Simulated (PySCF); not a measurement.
A structure optimised at TPSSh-D3(BJ)/def2-TZVP, used in a PySCF frequency run:

```xyz
4

Be     0.0009     0.0417     0.0000
F     -0.0158     1.4333     0.0000
O      0.0933    -1.3796     0.0000
H     -0.6079    -2.0295     0.0000
```

Write its SMILES, formula and point group.

[OH][Be][F], BeFHO, Cs

What are its rotational constants (standard atomic weights)?

1039.8, 6.8852, 6.8399 GHz
